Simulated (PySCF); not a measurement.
ZrOF, SMILES [O]=[Zr][F] (connectivity only; charge and spin as stated), neutral, multiplicity 2.

Coordinates come from a PBE-D3(BJ)/def2-TZVP optimisation. The spin state was assumed, not searched. The def2 effective core potentials stand for the cores of Zr; spin–orbit coupling is left out.

Level of theory: PBE-D3(BJ)/def2-TZVP (PySCF).

Frequencies are harmonic and unscaled.

| mode | ν (cm⁻¹) | IR (km/mol) | moving atoms (share of kinetic energy) |
|---|---|---|---|
| 1 | 227 | 7.1 | O 50 %, F 36 %, Zr 14 % |
| 2 | 636 | 119.3 | F 81 %, Zr 18 % |
| 3 | 942 | 155.7 | O 85 %, Zr 15 % |
